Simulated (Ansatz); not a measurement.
`OC(S)(S)[SeH]` + `N[SiH2][SiH2][SiH3]` → `N[SiH2][SiH2][SeH]` + `OC([SiH3])(S)S`  (redistribution)

Computed with Ansatz on PBE0-D4/def2-TZVP structures; ΔE is electronic, products minus reactants. CCSD(T)/CBS is the MP2 limit (def2-TZVPP, def2-QZVPP) plus CCSD(T) − MP2 in def2-TZVPP, frozen cores. DFT in def2-TZVPP. For Se outer-core shells are correlated without core-valence functions, which leaves a few kJ/mol of doubt a bond. Scalar relativity is left out up to krypton. Each species was taken in one conformer, which may not be the lowest.

`OC(S)(S)[SeH]`:

Cartesian coordinates in Å:
```
O -1.281 0.115 0.892
C -0.135 -0.147 0.161
S 0.770 -1.495 0.952
S 0.803 1.420 0.070
Se -0.556 -0.885 -1.645
H -1.887 0.622 0.339
H 0.733 -0.945 2.180
H 1.849 0.930 -0.614
H -0.297 0.384 -2.335
```

`N[SiH2][SiH2][SiH3]`:

```xyz
13

N    -1.272   -2.310    0.885
Si   -0.632   -0.718    1.050
Si    0.400   -0.071   -0.947
Si    1.183    2.127   -0.781
H    -1.841   -2.538    0.085
H    -1.588   -2.808    1.702
H     0.364   -0.748    2.155
H    -1.625    0.345    1.405
H    -0.585   -0.144   -2.067
H     1.532   -0.982   -1.278
H     2.167    2.235    0.330
H     0.052    3.051   -0.498
H     1.845    2.560   -2.041
```

`N[SiH2][SiH2][SeH]`:

Z-matrix (Å, degrees):
```
Si
Si 1 2.337
N 1 1.718 2 105.1
H 1 1.489 2 112.9 3 -118.6
H 1 1.498 2 107.3 3 124.3
Se 2 2.299 1 106.9 3 -47.8
H 2 1.486 1 112.9 3 65.1
H 2 1.488 1 113.6 3 -170.3
H 3 1.007 1 121.2 2 -173.8
H 3 1.009 1 118.4 2 41.4
H 6 1.470 2 93.2 1 -58.0
```

`OC([SiH3])(S)S`:

```xyz
11

O     0.806    1.262    0.467
C     0.319   -0.001    0.059
Si   -1.467    0.179   -0.631
S     0.211   -1.157    1.462
S     1.345   -0.579   -1.305
H     0.456    1.428    1.351
H    -1.949   -1.098   -1.211
H    -1.447    1.251   -1.653
H    -2.321    0.576    0.518
H     1.531   -1.382    1.592
H     2.515   -0.480   -0.648
```

| species | PBE0-D4 energy (Eh) |
| --- | --- |
| `OC(S)(S)[SeH]` | -3313.04808 |
| `N[SiH2][SiH2][SiH3]` | -928.28336 |
| `N[SiH2][SiH2][SeH]` | -3039.00901 |
| `OC([SiH3])(S)S` | -1202.35478 |

**Question.** Work out ΔE.

**Answer.** ΔE = (-3039.00901) + (-1202.35478) − (-3313.04808) − (-928.28336) = -0.03235 Eh = -84.9 kJ/mol. CCSD(T)/CBS gives -91.3 kJ/mol.

Largest T1 diagnostic among the species: 0.013.

In def2-TZVPP, CCSD(T) changes the Hartree–Fock value by +14.7 kJ/mol (the triples alone add +2.6 kJ/mol) and MP2 by +9.2 kJ/mol. From PBE to PBE0 (25 % exact exchange), in def2-TZVPP and without D4, ΔE moves by −7.3 kJ/mol.
